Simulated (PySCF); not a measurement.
ORD: `[H]/N=C\C#C[C@@H]1C[Si@@H]1C`, C6H9NSi

Geometry (Å), atoms numbered from 1 in this order:
```xyz
17

C    -2.007    1.397   -0.084
Si   -1.983   -0.463    0.231
C    -1.096   -1.586   -0.984
C    -0.269   -1.333    0.298
C     0.901   -0.559    0.192
C     1.858    0.172    0.050
C     3.022    0.963    0.004
N     3.925    1.055    0.888
H    -1.074    1.719   -0.540
H    -2.131    1.949    0.843
H    -2.822    1.675   -0.746
H    -3.015   -1.043    1.076
H    -0.667   -1.173   -1.887
H    -1.406   -2.612   -1.127
H    -0.162   -2.186    0.959
H     3.157    1.563   -0.894
H     3.762    0.476    1.712
```

Computed with PySCF, TDDFT PBE0/def2-SVPD circular dichroism and optical rotation, one conformer, gas phase. Geometry: GFN2-xTB.

States above about 6.6 eV (minus the energy of the highest occupied orbital) lie near or above the ionisation threshold and depend on the basis.

Stereocentres: Si2 S, C4 R.

(1) What is the specific rotation at 633, 589.3, 546, 436, 405, 365, 355 nm?

(2) And for the mirror image at 589.3 nm?

(3) What is the molar rotation [Φ] = [α]·M/100 of the geometry above at 589.3 nm?

Results:

(1) [α] in deg dm⁻¹ (g/mL)⁻¹:
| λ (nm) | origin-invariant length gauge | modified velocity gauge | length gauge (centre of mass) | isotropic polarisability (au) |
| --- | --- | --- | --- | --- |
| 633 | +699.9 | +695.2 | +697.2 | 120.6 |
| 589.3 | +841.9 | +836.5 | +838.5 | 121.6 |
| 546 | +1034.0 | +1027.9 | +1029.8 | 123.0 |
| 436 | +2046.1 | +2037.5 | +2036.8 | 129.3 |
| 405 | +2657.8 | +2648.7 | +2645.1 | 132.7 |
| 365 | +4052.3 | +4044.6 | +4031.2 | 139.6 |
| 355 | +4601.4 | +4595.1 | +4576.8 | 142.1 |

(2) -841.9 deg dm⁻¹ (g/mL)⁻¹ (origin-invariant length gauge): the same size and the opposite sign.

(3) With M = 123.23 g/mol, +1037.4 deg cm² dmol⁻¹ (origin-invariant length gauge).

The first excitation lies at 4.55 eV (273 nm) with R = -7.5 × 10⁻⁴⁰ esu² cm² (velocity form).
